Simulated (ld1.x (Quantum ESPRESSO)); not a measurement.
**Configuration tests for P (Z = 15) (TM)**

ld1.x (Quantum ESPRESSO) 7.5 input, shortened:

```
&input
   title='P', zed=15., rel=1, dft='PBESOL', iswitch=3,
   config='[Ne] 3s2 3p3 3d-2'
 /
 &inputp
   pseudotype=2, tm=.true., lloc=-2, rcloc=1.35,
   nlcc=.true.
 /
3
3S  1  0   2.00   0.00  1.15  1.15  0.0
3P  2  1   3.00   0.00  1.60  1.60  0.0
3D  3  2  -2.00   0.45  1.55  1.55  0.0
 &test
   configts(1)='3s2 3p3'
 /
```

Energies are relative to the spin-unpolarised reference configuration 3s2 3p3; without spin polarisation the order of configurations can differ from experiment. The frozen-core shift is the all-electron ΔE with the core orbitals held at their reference shape minus the fully relaxed ΔE.

(1) Give the all-electron excitation energy and the error of the potential for: 3s2 3p2; 3s2 3p1; 3s2 3p0; 3s1 3p4; 3s1 3p0; 3s2 3p2.5; 3s0 3p5.

Levels in the configuration 3s1 3p0:

```
level  all-electron (eV)  pseudo (eV)
   3s            -58.298      -58.205
```

Answers

(1)

```tsv
valence configuration	charge	ΔE all-electron (eV)	error AE − PS (meV)	frozen-core shift (meV)
3s2 3p2	+1	9.698	+4.0	+1.2
3s2 3p1	+2	28.810	+30	+10
3s2 3p0	+3	58.515	+103	+45
3s1 3p4	0	8.509	-2.3	+0.6
3s1 3p0	+4	110.428	+213	+151
3s2 3p2.5	+0.5	3.760	+0.6	+0.2
3s0 3p5	0	17.152	-10	+2.4
```
